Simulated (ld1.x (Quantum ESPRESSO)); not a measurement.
## Transferability test, RRKJ potential for calcium

Ca, norm-conserving RRKJ (Kleinman–Bylander form), made with ld1.x (Quantum ESPRESSO) 7.5 (PBEsol, scalar-relativistic). Core [Ne], reference 3s2 3p6 3d0.5 4s1.5 4p0. Waves: 3p (bound): rc 1.40 bohr; 3d (bound): rc 2.75 bohr; 3s (bound): rc 1.55 bohr. Local part: the s channel. Core correction: Bessel-smoothed model core, default radius (core density twice the valence density). rho0 = 0.001.

Occupied shells without a wave of their own: 4s. They enter only through the test configuration that unscreens the potential, and ld1.x also counts them in the model core charge.

Energies are relative to the spin-unpolarised reference configuration 3s2 3p6 3d0.5 4s1.5 4p0; without spin polarisation the order of configurations can differ from experiment.

ld1.x takes every shell without a wave as core, so the model core holds the 4s electrons as well and exchange and correlation see them twice. This cancels in the reference configuration, but the file is broken for other ones, and its errors say nothing about a proper core correction.

```json
{"valence configuration": "3s2 3p6 3d0 4s2 4p0", "charge": "0", "ΔE all-electron (eV)": "-1.049", "error AE − PS (meV)": "+89"}
{"valence configuration": "3s2 3p6 3d0 4s1 4p0", "charge": "+1", "ΔE all-electron (eV)": "5.256", "error AE − PS (meV)": "-176"}
{"valence configuration": "3s2 3p6 3d0 4s0 4p0", "charge": "+2", "ΔE all-electron (eV)": "16.938", "error AE − PS (meV)": "-1027"}
{"valence configuration": "3s1 3p6 3d0 4s2 4p0", "charge": "+1", "ΔE all-electron (eV)": "53.038", "error AE − PS (meV)": "+420"}
{"valence configuration": "3s2 3p6 3d0 4s0 4p2", "charge": "0", "ΔE all-electron (eV)": "3.897", "error AE − PS (meV)": "-268"}
{"valence configuration": "3s2 3p6 3d0 4s1 4p1", "charge": "0", "ΔE all-electron (eV)": "1.377", "error AE − PS (meV)": "-54"}
{"valence configuration": "3s2 3p6 3d1 4s0 4p0", "charge": "+1", "ΔE all-electron (eV)": "6.577", "error AE − PS (meV)": "-539"}
```

Levels in the configuration 3s1 3p6 3d0 4s2 4p0:

```csv
level,all-electron (eV),pseudo (eV)
3s,-61.555,-61.127
3p,-42.052,-41.598
4s,-10.927,-11.216
```
